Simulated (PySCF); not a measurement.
Atom-mapped SMILES (the numbers label the heavy atoms): `[CH2:1]1[CH2:2][C@@H:3]2[CH2:4][CH2:5][C@H:6]1[CH2:7]2`; H(Xn) means a hydrogen on atom n. Ha(C4), Ha(C5) are cis to C1 on the ring; Ha(C1), Ha(C2) are cis to C4 on the ring; Hb(C4), Hb(C5) are trans to C1 on the ring; Hb(C1), Hb(C2) are trans to C4 on the ring.

- structure optimised with GFN2-xTB
- shieldings: GIAO PBE0/pcSseg-1
- program: PySCF 2.14
- averaged over atoms made equivalent by symmetry, fast rotation or ring inversion, non-relativistic, no solvent model, one computed conformer

Problem. Predict the 2D correlation tables (HSQC, COSY, HMBC).

Solution. 

HSQC (one-bond C–H):
```csv
δH,δC
2.10 (H(C3)/H(C6)),39.8 (C3/C6)
1.60 (Hb(C1)/Hb(C2)/Hb(C4)/Hb(C5)),32.5 (C1/C2/C4/C5)
1.16 (Ha(C1)/Ha(C2)/Ha(C4)/Ha(C5)),32.5 (C1/C2/C4/C5)
1.08 (H(C7)),39.8 (C7)
```

COSY cross peaks (H two or three bonds apart, from the bond graph; peaks can be absent where the dihedral angle is near 90°):
```csv
δH,δH
2.10 (H(C3)/H(C6)),1.60 (Hb(C1)/Hb(C2)/Hb(C4)/Hb(C5))
2.10 (H(C3)/H(C6)),1.16 (Ha(C1)/Ha(C2)/Ha(C4)/Ha(C5))
2.10 (H(C3)/H(C6)),1.08 (H(C7))
1.60 (Hb(C1)/Hb(C2)/Hb(C4)/Hb(C5)),1.16 (Ha(C1)/Ha(C2)/Ha(C4)/Ha(C5))
```

HMBC (two and three bonds, from the bond graph):
```csv
δH,δC
2.10 (H(C3)/H(C6)),"39.8 (C7), 39.8 (C3/C6), 32.5 (C1/C2/C4/C5)"
1.60 (Hb(C1)/Hb(C2)/Hb(C4)/Hb(C5)),"39.8 (C7), 39.8 (C3/C6), 32.5 (C1/C2/C4/C5)"
1.16 (Ha(C1)/Ha(C2)/Ha(C4)/Ha(C5)),"39.8 (C7), 39.8 (C3/C6), 32.5 (C1/C2/C4/C5)"
1.08 (H(C7)),"39.8 (C3/C6), 32.5 (C1/C2/C4/C5)"
```

δ = σ(ref) − σ, references computed at the same level: 1H (σ = 31.72 ppm), 13C (σ = 186.93 ppm) vs TMS.

Short H···H contacts in this conformer between protons four or more bonds apart (candidates for NOE cross peaks, intensity ∝ r⁻⁶): Hb(C1)···H(C7) 2.65 Å.

Shifts are as computed. Against solution values, carbons near 30 ppm lie about +3 ppm off and those near 130 ppm about +5 ppm. Of 1211 compounds with measured shifts, 218 miss one by over three times the rms of a fit or turn the order of signals round; such compounds aren't used in these exercises.
